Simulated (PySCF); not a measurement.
C2H3Cl2FSi, SMILES C=C([Si@H](Cl)F)Cl. Atoms are numbered in the order given.

```xyz
9

C     -2.0322     0.1670    -1.0057
C     -1.0610    -0.3188    -0.2269
Cl    -1.4153    -1.2517     1.2203
Si     0.7579    -0.0967    -0.5621
F      0.8760     0.7073    -1.9675
Cl     1.6174     1.0470     0.9167
H     -1.7661     0.7392    -1.8987
H     -3.0922     0.0146    -0.7831
H      1.4883    -1.3739    -0.6749
```

Coordinates come from a B3LYP-D3(BJ)/def2-SVP optimisation. The structure was generated by enumeration; whether it is a known compound was not checked. The values are those of a single conformer.

Two levels are set side by side: PBE/pcSseg-1 (PySCF) and B3LYP/pcSseg-1 (PySCF). GIAO shifts against CFCl3 (¹⁹F), HCl (³⁵Cl), TMS (²⁹Si), TMS (¹H), TMS (¹³C) at the same level; non-relativistic, no solvent, atoms listed together averaged. Without spin–orbit terms, shifts of atoms bonded to Cl or Br come out too high at both levels. Differences are taken from unrounded values.

| quantity | B3LYP |
|---|---|
| δ(¹³C) of C1 (ppm) | 141.7 |
| δ(¹³C) of C2 (ppm) | 154.7 |
| δ(³⁵Cl) of Cl3 (ppm) | 247.2 |
| δ(²⁹Si) of Si4 (ppm) | -12.7 |
| δ(¹⁹F) of F5 (ppm) | -167.6 |
| δ(³⁵Cl) of Cl6 (ppm) | 59.1 |
| δ(¹H) of H7, H8 (ppm) | 6.65 |
| δ(¹H) of H9 (ppm) | 5.52 |

### Question
What does PBE give, and how far is it from B3LYP? (Estimate from the structure and the level; the computed values follow.)

### Answer

| quantity | PBE | PBE minus B3LYP |
|---|---|---|
| δ(¹³C) of C1 (ppm) | 138.2 | -3.5 |
| δ(¹³C) of C2 (ppm) | 152.7 | -2.0 |
| δ(³⁵Cl) of Cl3 (ppm) | 278.9 | 31.6 |
| δ(²⁹Si) of Si4 (ppm) | -8.5 | 4.2 |
| δ(¹⁹F) of F5 (ppm) | -180.5 | -13.0 |
| δ(³⁵Cl) of Cl6 (ppm) | 81.0 | 21.9 |
| δ(¹H) of H7, H8 (ppm) | 6.65 | 0.01 |
| δ(¹H) of H9 (ppm) | 5.81 | 0.29 |

Rough cost on one machine, each run with all the roots and properties that it gave: B3LYP against PBE within a factor of 2.
